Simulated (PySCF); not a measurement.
# [Tm(CH3)2]+ at several levels of theory

Computed with PySCF 2.14.0 (density fitting, no spin-orbit coupling) at the geometry relaxed with PBE0:

```xyz
9
[Tm(CH3)2]+ (singlet in the valence; each metal's 4f electrons, 12 of them, lie in its core potential, out of spins and levels)
Tm    0.0000    0.0000   -0.2221
C     1.7103   -0.0171    1.2121
H     2.6928    0.2075    0.7565
H     1.5319    0.7234    2.0150
H     1.7959   -1.0005    1.7138
C    -1.7103    0.0171    1.2121
H    -2.6928   -0.2075    0.7565
H    -1.5319   -0.7234    2.0150
H    -1.7959    1.0005    1.7138
```

| level | basis | state | HOMO (eV) | gap (eV) | charge on Tm1 (e) | population of f-type functions on Tm1 (polarisation alone where 4f lies in the core) | dipole about the centre of mass (D) | largest force component (eV/Å) |
| --- | --- | --- | --- | --- | --- | --- | --- | --- |
| PBE0 | Tm lcecp-1-SVP with ECP58, C def2-SVP, H def2-SVP | singlet | -11.78 | 4.55 | 1.22 | 0.02 | 3.44 | 0.01 |
| BP86 | the same | singlet | -10.72 | 2.76 | 1.08 | 0.02 | 2.78 | 0.26 |
| BLYP | the same | singlet | -10.50 | 2.40 | 1.04 | 0.02 | 2.69 | 0.56 |

In the lcecp rows the 4f levels are missing from HOMO and gap, and the state counts the valence alone.

Charges are Mulliken's, which hang on the basis. The relaxation used the grid (50, 194), these runs (75, 302) or, all-electron (x2c bases, spin-free X2C Hamiltonian), (99, 590).

(1) What does PBE0 with Tm lcecp-1-TZVP with ECP58, C def2-TZVP, H def2-TZVP give here?

An lcecp potential fixes the number of 4f electrons, so in runs with it no electron can move into or out of that shell.

Answers

(1) state singlet, HOMO (eV) -11.73, gap (eV) 4.52, charge on Tm1 (e) 1.49, population of f-type functions on Tm1 (polarisation alone where 4f lies in the core) 0.02, dipole about the centre of mass (D) 3.56, largest force component (eV/Å) 0.26. Time: 9.3 s on 2 threads of Arm Neoverse V2 (shared host), from free ions and atoms.
